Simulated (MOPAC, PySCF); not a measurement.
Ligands exchanged one at a time, Ga OH-SH. Gas-phase values, no solvent. One relaxed conformer stands for each flexible species; it need not be the lowest. Strings in code marks are SMILES.

Quantity: redistribution energy (mixed species minus the weighted end members), in kJ/mol. Semi-empirical values (MOPAC) are differences of heats of formation.

Level 1: B3LYP-D3(BJ)/def2-TZVP (PySCF)
Level 2: BP86/6-31G* // B3LYP-D3(BJ)/def2-TZVP (PySCF)
Level 3: PBE/6-31G* // B3LYP-D3(BJ)/def2-TZVP (PySCF)
Level 4: PM7 // B3LYP-D3(BJ)/def2-TZVP (MOPAC)

```tsv
species	level 2	level 3	level 4
1 of 3 OH replaced by SH: `[Ga]([OH])([OH])[SH]`	-10.56	-10.75	-49.0
2 of 3 OH replaced by SH: `[OH][Ga]([SH])[SH]`	-7.66	-7.85	-39.43
```

**Question.** What does level 1 give for each?

**Answer.** 
- 1 of 3 OH replaced by SH: `[Ga]([OH])([OH])[SH]`: -5.14
- 2 of 3 OH replaced by SH: `[OH][Ga]([SH])[SH]`: -2.58
